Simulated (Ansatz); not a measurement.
Ideal-gas functions of F$_{2}$H$_{2}$NNbS (`[NH2][Nb]([F])([F])=[S]`) at 600 K and 1 bar, from an Ansatz frequency run at PBE0-D4/def2-TZVP.

Molar mass 178.99 g/mol, point group Cs (symmetry number 1), electronic degeneracy 1, moments of inertia 175.132, 250.059, 251.275 u Å². Harmonic wavenumbers (cm⁻¹, unscaled): 175, 177, 186, 187, 203, 353, 511, 562, 618, 690, 702, 726, 1534, 3553, 3667.

Use S(trans) = R[1.5 ln M + 2.5 ln T − 1.1517]; rotational temperatures θ = 24.2544 K / I; S(rot) = R[ln(√π/σ · √(T³/θAθBθC)) + 1.5]; for each mode x = 1.438777 ν̃/T, S = R[x/(eˣ − 1) − ln(1 − e⁻ˣ)] and H = RT x/(eˣ − 1); 1 cm⁻¹ = 0.0119627 kJ/mol; R = 8.31446 J/(mol·K).

Problem. By hand: the entropy, in J/(mol·K).

Solution. Translation 188.1. Rotation: θ = 0.1385, 0.097, 0.0965 K, giving 124.6. Vibration, mode by mode: 15.60, 15.50, 15.10, 15.05, 14.38, 9.94, 7.13, 6.44, 5.77, 5.02, 4.90, 4.68, 1.01, 0.02, 0.01, in all 120.5. Electronic 0.0. Sum 433.2 J/(mol·K).

Problem. By hand: H − E and G − E in kJ/mol, counted from the electronic energy.

Solution. Zero-point energy ½ × 13844 × 0.0119627 = 82.8; thermal vibration 36.3; translation, rotation and pV give 4 RT = 20.0. H − E = 139.1 kJ/mol, and G − E = 139.1 − 600 × 433.2/1000 = -120.8 kJ/mol.

Vibration gives 28 % of the entropy. The sum counts one conformer and one mirror image; others add a mixing term.
